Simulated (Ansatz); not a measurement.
A nudged elastic band was laid between two geometries of AlClF₂H₃N (8 atoms, charge 0, multiplicity 1).

These are results of RHF/def2-SVP (Ansatz 0.2.0), not measurements.

```json
{"movable images": "7", "climbing image": "yes", "spring": "5.0 eV/Å²", "optimiser": "quadratic models (default)", "start path": "through a guess of the saddle point", "force threshold": "0.05 eV/Å", "iteration limit": "60", "end points": "relaxed"}
```

Image 0:

```xyz
8
Properties=species:S:1:pos:R:3
Al -0.131 0.010 -0.055
F -0.098 -0.475 1.530
F 1.319 0.253 -0.797
N -1.600 -0.161 -0.992
H -2.493 -0.420 -0.619
H -1.670 -0.003 -1.979
Cl -0.189 2.512 1.164
H -0.057 1.858 2.255
```

Image 8:

```xyz
8
Properties=species:S:1:pos:R:3
Al -0.145 0.604 -0.187
F -0.205 0.106 1.809
F 1.326 -0.103 -0.446
N -1.589 -0.052 -0.940
H -1.640 -0.941 -1.399
H -2.460 0.433 -1.029
Cl -0.117 2.662 0.386
H -0.088 0.863 2.311
```

Question: What changes between the two ends?

Answer: Bonds broken: Cl7–H8. Bonds formed: Al1–Cl7, F2–H8.

Question: What energy profile does the band end with?

Answer: The forces met the threshold. The highest image is number 4 of 0 to 8, 0.64 eV above the first end and 0.71 eV above the last; the last end lies 0.08 eV below the first. The profile has 2 maxima (images 4, 6) with wells between them (image 5): this band takes more than one step, which may be the mechanism or a detour left from its start path. A vibrational analysis at the climbing image gives one clearly imaginary mode, 1250i cm⁻¹: a first-order saddle point. The orbitals stay closed-shell, which can raise the energy where a bond breaks towards radicals; this wasn't checked here.

| image | path coordinate (Å) | energy (eV) | Cl7–H8 (Å) | Al1–Cl7 (Å) | F2–H8 (Å) |
| --- | --- | --- | --- | --- | --- |
| 0 | 0.00 | 0.00 | 1.28 | 2.78 | 2.44 |
| 1 | 0.30 | 0.02 | 1.28 | 2.75 | 2.19 |
| 2 | 0.59 | 0.10 | 1.29 | 2.67 | 1.89 |
| 3 | 0.89 | 0.33 | 1.33 | 2.52 | 1.56 |
| 4 | 1.19 | 0.64 | 1.51 | 2.38 | 1.20 |
| 5 | 2.26 | -0.06 | 2.50 | 2.14 | 0.92 |
| 6 | 3.33 | 0.06 | 2.57 | 2.15 | 0.92 |
| 7 | 4.41 | 0.05 | 2.68 | 2.14 | 0.92 |
| 8 | 5.48 | -0.08 | 2.63 | 2.14 | 0.92 |

Question: What is the geometry of the highest image?

Answer: 
```xyz
8
Properties=species:S:1:pos:R:3
Al -0.141 0.375 -0.074
F -0.063 -0.115 1.648
F 1.342 0.279 -0.781
N -1.607 -0.060 -0.924
H -2.526 -0.117 -0.529
H -1.644 -0.251 -1.906
Cl -0.190 2.397 1.187
H -0.089 1.064 1.885
```

The band took 25 iterations and of the order of 4 core-minutes.

Time of the run: 3.8 min on 1 thread of Arm Neoverse V2, on a shared host, peak memory 0.18 GiB.
